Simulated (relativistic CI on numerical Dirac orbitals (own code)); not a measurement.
Ru⁵⁺: resonant inelastic scattering at the M2,3 edge

Computed with this model: Dirac-Coulomb-Breit CI, separate exchange-only KLI orbitals for each configuration, a model potential for QED, valence Slater integrals scaled by 0.9, Kramers-Heisenberg scattering through one core-hole configuration in a parametric crystal field; configurations [Kr] 4d3 → [Ne] 3s2 3p5 3d10 4s2 4p6 4d4; 300 K; core-hole width 1.2 eV; summed over polarisations. Incident energies are the highest absorption maxima for each field (at most a few, so the weaker spin-orbit partner edge can be absent), on the computed scale of the free ion. Intensities are in per cent of the strongest line above 0.02 eV; levels within 1 cm⁻¹ are merged; final levels count from the ground level, the first row holds all elastic scattering, lines under 0.4 are left out and each table stops after 24 rows. The scale of the Slater integrals is a model choice and moves the terms in proportion.

Field parameters in Wybourne normalisation: Td as Oh with Dq negative (B⁴₀ = 21Dq, B⁴₄ = √(5/14) B⁴₀). The field is a parameter set, without covalency.

S is read from ⟨S²⟩ = S(S + 1).

Td, 10Dq = -3800 cm⁻¹:

```tsv
Final level (eV)	Degeneracy	Irrep	S	470.9 eV	472.1 eV	495.4 eV
0.000	4	Γ8	1.49	1461.2	2535.4	146.3
0.101	2	Γ7	1.50	100.0	78.3	10.4
0.258	4	Γ8	1.49	34.0	78.5	13.1
0.421	2	Γ6	1.49	11.7	15.2	1.0
0.573	4	Γ8	1.49	58.7	43.4	10.2
0.590	2	Γ7	1.49	26.3	8.2	1.2
0.712	2	Γ6	1.49	17.9	4.5	0.6
0.764	4	Γ8	1.48	14.9	4.8	1.7
1.174	4	Γ8	1.47	4.0	7.4	0.3
1.825	4	Γ8	0.60	23.7	76.5	37.1
2.034	2	Γ6	1.40	95.6	67.1	4.2
2.044	4	Γ8	1.30	33.7	21.2	2.9
2.087	2	Γ7	0.52	0.3	2.0	3.2
2.103	2	Γ6	0.53	1.6	6.7	11.1
2.163	4	Γ8	0.55	3.3	13.1	15.2
2.310	4	Γ8	1.39	10.0	5.3	5.1
2.315	2	Γ7	1.48	3.7	1.4	0.1
2.374	4	Γ8	0.74	3.7	10.3	3.4
2.396	2	Γ6	0.58	3.9	9.7	4.8
2.738	2	Γ6	0.60	11.1	34.2	20.2
2.758	4	Γ8	0.68	9.9	34.4	19.3
2.871	4	Γ8	0.54	2.2	11.5	1.8
2.964	2	Γ6	0.51	0.6	1.3	2.8
2.966	4	Γ8	0.53	2.8	10.8	11.2
```

Td, 10Dq = -8550 cm⁻¹:

| Final level (eV) | Degeneracy | Irrep | S | 472 eV |
| --- | --- | --- | --- | --- |
| 0.000 | 4 | Γ8 | 1.48 | 1756.1 |
| 0.079 | 2 | Γ7 | 1.50 | 40.5 |
| 0.256 | 4 | Γ8 | 1.49 | 37.5 |
| 0.396 | 2 | Γ6 | 1.49 | 18.4 |
| 1.046 | 4 | Γ8 | 1.47 | 36.9 |
| 1.058 | 2 | Γ7 | 1.48 | 8.1 |
| 1.169 | 4 | Γ8 | 1.29 | 23.8 |
| 1.175 | 2 | Γ6 | 1.48 | 10.7 |
| 1.353 | 4 | Γ8 | 0.85 | 100.0 |
| 2.086 | 2 | Γ6 | 0.54 | 5.3 |
| 2.091 | 4 | Γ8 | 0.91 | 14.6 |
| 2.133 | 2 | Γ7 | 0.54 | 3.0 |
| 2.224 | 4 | Γ8 | 1.04 | 5.6 |
| 2.334 | 4 | Γ8 | 1.00 | 19.4 |
| 2.395 | 2 | Γ6 | 1.17 | 55.2 |
| 2.462 | 4 | Γ8 | 1.05 | 15.3 |
| 2.735 | 2 | Γ7 | 1.47 | 5.9 |
| 2.746 | 2 | Γ6 | 0.96 | 11.4 |
| 2.748 | 4 | Γ8 | 1.48 | 10.9 |
| 2.966 | 4 | Γ8 | 0.92 | 21.6 |
| 3.004 | 2 | Γ6 | 0.53 | 11.5 |
| 3.283 | 4 | Γ8 | 0.54 | 16.3 |
| 3.311 | 2 | Γ7 | 0.54 | 3.4 |
| 3.369 | 4 | Γ8 | 0.52 | 6.8 |

Td, 10Dq = -13300 cm⁻¹:

```tsv
Final level (eV)	Degeneracy	Irrep	S	471.6 eV	493.2 eV
0.000	4	Γ8	1.44	1880.7	163.9
0.095	2	Γ7	1.50	22.3	23.4
0.268	4	Γ8	1.49	40.9	37.9
0.401	2	Γ6	1.49	31.3	3.9
0.790	4	Γ8	0.63	100.0	20.1
1.565	4	Γ8	1.41	56.7	57.7
1.587	2	Γ7	1.44	20.5	15.6
1.700	2	Γ6	1.41	31.4	3.7
1.749	4	Γ8	1.46	31.6	14.1
2.109	2	Γ6	0.66	4.9	1.9
2.156	4	Γ8	0.59	27.9	3.2
2.188	2	Γ7	0.61	7.9	0.4
2.370	4	Γ8	0.66	7.3	3.8
2.625	2	Γ6	0.69	45.7	4.2
2.691	4	Γ8	0.83	40.5	14.6
3.132	2	Γ6	1.39	23.7	7.9
3.239	2	Γ7	1.46	20.1	3.4
3.247	4	Γ8	1.45	11.0	22.5
3.282	4	Γ8	1.31	54.1	11.8
3.325	4	Γ8	1.39	5.2	5.0
3.528	2	Γ6	0.51	4.8	0.2
3.719	4	Γ8	0.69	22.3	1.0
3.723	2	Γ7	0.57	3.3	0.2
3.916	2	Γ6	0.51	0.9	0.4
```

For the first field the strongest loss at the lowest incident energy is the level at 0.10 eV (S = 1.50, against 1.49 in the thermal ground state). Levels of other spin, the first over 8 % at 1.83 eV, appear because spin-orbit coupling of the core hole, and in heavier ions of the valence shell too, mixes spins.
